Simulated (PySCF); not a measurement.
AlH4, SMILES [AlH4-], charge -1. Atoms are numbered in the order given.

```xyz
5

Al     0.0000     0.0000     0.0000
H      0.9506     0.9506     0.9506
H     -0.9506     0.9506    -0.9506
H     -0.9506    -0.9506     0.9506
H      0.9506    -0.9506    -0.9506
```
Charge -1, spin multiplicity 1.

The structure is a stationary point at PBE0-D3(BJ)/def2-TZVPD. The isomer is the one that the SMILES or the coordinates give; other isomers of the formula were not compared.

These are M06-2X/def2-TZVPD (PySCF) values and carry that method's errors.

The molecule is in vacuum.

Computed frontier levels, gap, dipole moment and polarisability:
| Quantity | Value |
|---|---|
| highest occupied level | -3.44 eV |
| lowest empty level | 3.92 eV |
| orbital gap | 7.37 eV |
| dipole moment about the centre of nuclear charge | 0.00 D |
| mean static polarisability | 56.2 bohr³ (8.32 Å³) |
| polarisability, principal values | 56.2, 56.2, 56.2 bohr³ |
